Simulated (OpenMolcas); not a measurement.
## Dy2+: moving or changing the point charges

Dy2+ among 6 point charges of -1 e arranged as an octahedron (Oh), 2.24 Å from the ion.
```
   2.2400    0.0000    0.0000  -1.00
   0.0000    2.2400    0.0000  -1.00
  -2.2400    0.0000    0.0000  -1.00
   0.0000   -2.2400    0.0000  -1.00
   0.0000    0.0000    2.2400  -1.00
   0.0000    0.0000   -2.2400  -1.00
```

| Item | Value |
| --- | --- |
| Program | OpenMolcas 26.06 |
| Method | CASSCF |
| Basis | ANO-RCC-VDZP [7s6p4d2f1g] |
| Scalar Hamiltonian | DKH2, point nucleus |
| Active space | 10 electrons in 7 orbitals (4f) |
| State averaging | 2S+1 = 5 even, 35 roots (33 in the spin-orbit step); 2S+1 = 3 even, 106 roots kept (CI in the orbitals of an earlier block); 2S+1 = 1 even, 31 roots kept (CI in the orbitals of an earlier block) |
| Spin-orbit coupling | state interaction with AMFI integrals over the reference wave functions |

Runs around this geometry, states (labels of O, the rotations of Oh). Energies in cm-1 above the lowest state or level, χT in cm3 K/mol.

```
R (Å)  Ground state  First state of that spin  First gap with spin-orbit (degeneracies)  Width of lowest J  χT at 300 K
 2.24           5A2                  5T2 18.2                                2.1 (2, 3)                202       13.905
 2.43           5A2                   5T2 8.8                                1.0 (2, 3)                136       13.936
 2.68           5A2                   5T2 2.7                                0.3 (2, 3)                 85       13.952
```

Taking the width of the lowest J multiplet as R^-n, n = -ln(85 / 202) / ln(2.68 / 2.24) = 4.8 between the shortest and longest distance.

High states are left out of the spin-orbit mixing, which shifts the levels that they would mix with. Point charges carry no covalency, so the field is a model and not that of real ligands. No measured value stands beside these numbers.
